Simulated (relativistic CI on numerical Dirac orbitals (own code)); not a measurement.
# Os⁴⁺: L2,3 absorption edge

Computed with this model: Dirac-Coulomb-Breit CI, separate exchange-only KLI orbitals for each configuration, model QED, valence Slater integrals scaled by 0.9, multiplet model of core-to-valence dipole absorption; configurations [Xe] 4f14 5d4 → [He] 2s2 2p5 3s2 3p6 3d10 4s2 4p6 4d10 4f14 5s2 5p6 5d5; 80 K; Lorentzian 5 eV and Gaussian 1 eV FWHM. Energies are those of the free ion, without screening or charge transfer. The branching ratio is the share of the lower-energy edge in the whole absorption, uncertain by about 0.02 where the edges overlap. S is read from ⟨S²⟩ = S(S + 1).

Field parameters in Wybourne normalisation: Td as Oh with Dq negative (B⁴₀ = 21Dq, B⁴₄ = √(5/14) B⁴₀). The field is a parameter set, without covalency.

Case free ion, the dichroism is that of the ground state at zero temperature, magnetised by exchange field 10 meV on Sz. The dichroism I(Δm = −1) − I(Δm = +1), over the sum of the three polarisations, integrates to 0.0055 on the lower edge and 0.0008 on the upper edge. The branching ratio is 0.925.

(1) Use the orbital sum rule with 6 holes to get ⟨Lz⟩.

Answers

(1) For a p → d edge ⟨Lz⟩ = 2 × n_h × (sum of both integrals) in this sign convention = 0.08; the ground state itself has ⟨Lz⟩ = 0.08 and ⟨Sz⟩ = -0.08. The rule assumes one radial integral for both edges, which relativistic orbitals only approach.
